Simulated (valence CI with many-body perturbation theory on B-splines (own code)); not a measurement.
Results of a calculation; reference values are marked as such.
From CI to CI+MBPT in Ce44+

Level of theory: relativistic CI+MBPT: four valence electrons over a frozen Dirac-Fock core [Ne], a basis of 11 s, 11 p, 9 d, 7 f, 5 g, 2 h, 1 i functions for each j, with the one-electron correlation potential Σ1 (screened to all orders), the two-electron term Σ2, the three-electron term Σ3, Breit, model QED; selected single and double excitations, second order for the rest (own B-spline code, finite nucleus).

The last digits are not significant, and no measured levels were compared; by estimate large intervals hold to a few tenths of a per cent, small ones and those within an open d or f shell to about a per cent.

Each rung adds one term. CI alone is the Dirac-Coulomb CI over the frozen core; QED comes last and gives the full result, which names the levels. Energies are above (3s^2 3p1/2^2) J=0 on the same rung, in Ry.

Levels are named by their leading jj configuration (3d3/2^4 stands for four electrons in 3d with j = 3/2), which in mixed levels can hold well under half, so a name can repeat and another be missing. Letters in brackets count levels of one name in rising energy.

```csv
Level,CI alone,+ Σ1,+ Σ2,+ Σ3,+ Breit,Full
(3s^2 3p1/2 3p3/2) J=1,7.832,7.839,7.845,7.847,7.731,7.745
(3s^2 3p1/2 3p3/2) J=2,8.367,8.374,8.378,8.379,8.247,8.260
(3s 3p1/2^2 3p3/2) J=2,16.275,16.265,16.271,16.276,16.258,16.140
(3s^2 3p3/2^2) J=2,16.565,16.579,16.590,16.591,16.352,16.378
(3s^2 3p3/2^2) J=0,17.672,17.687,17.693,17.691,17.470,17.496
(3s 3p1/2^2 3p3/2) J=1,17.872,17.863,17.853,17.856,17.832,17.725
(3s^2 3p1/2 3d3/2) J=2,19.803,19.795,19.787,19.785,19.614,19.606
(3s^2 3p1/2 3d3/2) J=1,22.027,22.019,21.968,21.959,21.822,21.797
(3s^2 3p1/2 3d5/2) J=2,22.291,22.289,22.283,22.283,22.089,22.058
(3s^2 3p1/2 3d5/2) J=3,22.578,22.577,22.565,22.562,22.324,22.313
(3s 3p1/2 3p3/2^2) J=2 [a],24.349,24.347,24.336,24.335,24.191,24.111
(3s 3p1/2 3p3/2^2) J=3,24.978,24.976,24.977,24.979,24.813,24.722
(3s 3p1/2 3p3/2^2) J=0,25.500,25.498,25.506,25.509,25.389,25.292
(3s 3p1/2 3p3/2^2) J=1 [a],26.205,26.203,26.198,26.201,26.061,25.967
(3s 3p1/2 3p3/2^2) J=2 [b],26.426,26.424,26.409,26.411,26.247,26.165
(3s 3p1/2 3p3/2^2) J=1 [b],26.984,26.982,26.948,26.948,26.828,26.721
(3s 3p1/2^2 3d3/2) J=1,28.403,28.378,28.366,28.366,28.326,28.184
(3s 3p1/2^2 3d3/2) J=2,28.759,28.735,28.720,28.719,28.666,28.524
(3s^2 3p3/2 3d3/2) J=3,29.759,29.759,29.727,29.720,29.427,29.428
(3s^2 3p3/2 3d3/2) J=2,29.770,29.768,29.721,29.714,29.466,29.444
(3s^2 3p3/2 3d3/2) J=1,29.808,29.807,29.769,29.763,29.508,29.497
(3s^2 3p3/2 3d3/2) J=0,29.887,29.887,29.852,29.845,29.599,29.593
(3s^2 3p3/2 3d5/2) J=4,30.285,30.291,30.289,30.286,29.928,29.940
(3s^2 3p3/2 3d5/2) J=2,30.457,30.463,30.460,30.459,30.129,30.127
(3s 3p1/2^2 3d5/2) J=3,31.022,31.004,30.982,30.979,30.855,30.719
(3s 3p1/2^2 3d5/2) J=2,31.719,31.701,31.677,31.674,31.568,31.424
(3s^2 3p3/2 3d5/2) J=3,32.282,32.287,32.245,32.235,31.893,31.900
(3s^2 3p3/2 3d5/2) J=1,32.631,32.636,32.608,32.596,32.279,32.283
(3s 3p3/2^3) J=2,34.558,34.563,34.540,34.538,34.293,34.209
(3s 3p1/2 3p3/2 3d3/2) J=2 [a],34.740,34.722,34.712,34.716,34.623,34.448
(3s 3p1/2 3p3/2 3d3/2) J=0 [a],35.176,35.159,35.163,35.166,35.049,34.906
```

Task: How does the ionisation energy move along the ladder, and which term matters most?

Result: CI alone 3575.8, + Σ1 3576.8, + Σ2 3576.8, + Σ3 3576.6, + Breit 3572.6, + QED 3572.6 eV. The largest step is Breit, -4.1 eV. NIST lists 3570 ± 4 eV (theoretical).
